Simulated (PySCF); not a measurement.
Br₃Fe, SMILES [Br][Fe-]([Br])[Br] (connectivity only; charge and spin as stated), charge -1, multiplicity 5.

Geometry optimised at PBE0-D3(BJ)/def2-SVPD. The spin state was assumed, not searched.

Two levels are set side by side: PBE/def2-SVPD (PySCF) and CAM-B3LYP/def2-SVPD (PySCF). Same geometry, gas phase. Differences are taken from unrounded values.

```tsv
quantity	CAM-B3LYP	PBE	PBE minus CAM-B3LYP
α-spin orbital gap (eV)	8.43	4.49	-3.94
β-spin orbital gap (eV)	7.71	0.88	-6.83
mean polarisability (bohr³)	107.8	125.3	17.5
```

Loosely held outer electrons make PBE densities more polarisable. Differences between two approximate levels are no errors against the true value.

Rough cost on one machine, each run with all the roots and properties that it gave: CAM-B3LYP against PBE about 1/2.
